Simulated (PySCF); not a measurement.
Species: CH₆BNO₂.
Structure used (PBE0-D3(BJ)/def2-SVP), in Å, numbered top down from 1:
```xyz
11
CH6BNO2 angstrom
C      1.4674    0.0227    0.5186
N      0.2962    0.5766   -0.1069
B     -0.8748   -0.1546   -0.4198
O     -0.9219   -1.4927   -0.1281
O     -1.9824    0.4119   -1.0113
H      1.3240   -1.0581    0.6488
H      2.3779    0.1678   -0.0899
H      1.6616    0.4550    1.5171
H      0.3334    1.5720   -0.2790
H     -1.7583   -1.8704   -0.4144
H     -1.8838    1.3452   -1.2112
```

Level of theory: PBE0-D3(BJ)/def2-SVP geometry optimisation, gas phase in PySCF 2.14.0.

Masses are those of the commonest isotopes; rigid-rotor values at the optimised geometry. The values belong to one conformer with, in the numbering `[CH3:1][NH:2][B:3]([OH:4])[OH:5]`, N2–B3–O4–H -178°, N2–B3–O5–H 1°.

(1) Give the principal moments of inertia and the rotational constants in cm⁻¹.

(2) What kind of rotor is it?

(3) What does the inertial defect say?

(4) Give the other two planar moments, Paa and Pbb, and the rms extents of the mass along the axes.

(5) Where do the levels up to J = 5 lie, in cm⁻¹?

(6) Predict some low-J microwave lines.

## Answers

(1) Ia = 54.49, Ib = 135.54, Ic = 186.81 u·Å²; 505379 MHz·u·Å²/I gives 9275, 3729 and 2705 MHz, that is A = 0.30939, B = 0.12438, C = 0.09024 cm⁻¹.

(2) An asymmetric top; Ray's κ = -0.688.

(3) Not planar: Δ = Ic − Ia − Ib = -3.21 u·Å². For a rigid frame Δ = −2 Σ m c², so Σ m c² = 1.60 u·Å² lies off the ab plane, practically all of it from hydrogen. The atom farthest from that plane is 0.92 Å away.

(4) Paa = Σ m a² = (Ib + Ic − Ia)/2 = 133.93 and Pbb = Σ m b² = (Ia + Ic − Ib)/2 = 52.88 u·Å². With the mass M = 75.05 u, the rms extents √(P/M) along a, b and c are 1.34, 0.84, 0.15 Å.

(5) Above 0(0,0):
J = 1: 1(0,1) 0.2146, 1(1,1) 0.3996, 1(1,0) 0.4338
J = 2: 2(0,2) 0.6395, 2(1,2) 0.7947, 2(1,1) 0.8971, 2(2,1) 1.4522, 2(2,0) 1.4565
J = 3: 3(0,3) 1.2666, 3(1,3) 1.3848, 3(1,2) 1.5893, 3(2,2) 2.0960, 3(2,1) 2.1171, 3(3,1) 3.1090, 3(3,0) 3.1094
J = 4: 4(0,4) 2.0856, 4(1,4) 2.1673, 4(1,3) 2.5064, 4(2,3) 2.9511, 4(2,2) 3.0117, 4(3,2) 3.9752, 4(3,1) 3.9775, 4(4,1) 5.3829, 4(4,0) 5.3829
J = 5: 5(0,5) 3.0877, 5(1,5) 3.1395, 5(1,4) 3.6422, 5(2,4) 4.0147, 5(2,3) 4.1460, 5(3,3) 5.0598, 5(3,2) 5.0691, 5(4,2) 6.4655, 5(4,1) 6.4657, 5(5,1) 8.2755, 5(5,0) 8.2755
The levels of one J sum to (2J + 1)J(J + 1)(A + B + C)/3.

(6) The dipole components are |μa| = 0.23 D, |μb| = 1.92 D, |μc| = 0.02 D. The squared components, which scale the intensities, stand as 0.01 : 1.00 : 0.00 (a : b : c). Some lines, for components of 0.1 D or more:

```tsv
type	branch	J(Ka,Kc)	MHz	lower level (cm⁻¹)
a	Q	1(1,0) ← 1(1,1)	1023	0.400
a	Q	2(1,1) ← 2(1,2)	3070	0.795
b	R	3(1,2) ← 2(2,1)	4111	1.452
a	R	1(0,1) ← 0(0,0)	6434	0.000
b	Q	2(1,1) ← 2(0,2)	7723	0.640
b	Q	3(1,2) ← 3(0,3)	9674	1.267
b	R	1(1,1) ← 0(0,0)	11981	0.000
a	R	2(0,2) ← 1(0,1)	12739	0.215
a	R	2(1,1) ← 1(1,0)	13892	0.434
b	R	3(0,3) ← 2(1,2)	14147	0.795
b	Q	2(2,0) ← 2(1,1)	16769	0.897
a	R	3(2,1) ← 2(2,0)	19805	1.456
b	Q	3(2,2) ← 3(1,3)	21322	1.385
b	Q	3(3,0) ← 3(2,1)	29747	2.117
b	R	2(2,1) ← 1(1,0)	30532	0.434
b	R	2(2,0) ← 1(1,1)	31684	0.400
b	R	3(2,2) ← 2(1,1)	35942	0.897
```

Not checked by PBE0-D3(BJ)/def2-SVP frequencies. These are rigid-rotor constants of the computed structure; measured ground-state constants (B0) also hold zero-point vibration. A rigid rotor knows nothing of internal rotation, which can split or shift real lines. Quadrupole hyperfine structure (11B, 14N) is left out.

Time: 49 s of wall time; peak memory 0.41 GiB. Hardware: one thread of an Arm Neoverse V1, shared host with 64 logical CPUs at a one-minute load of 31. That covers the optimisation of the geometry.
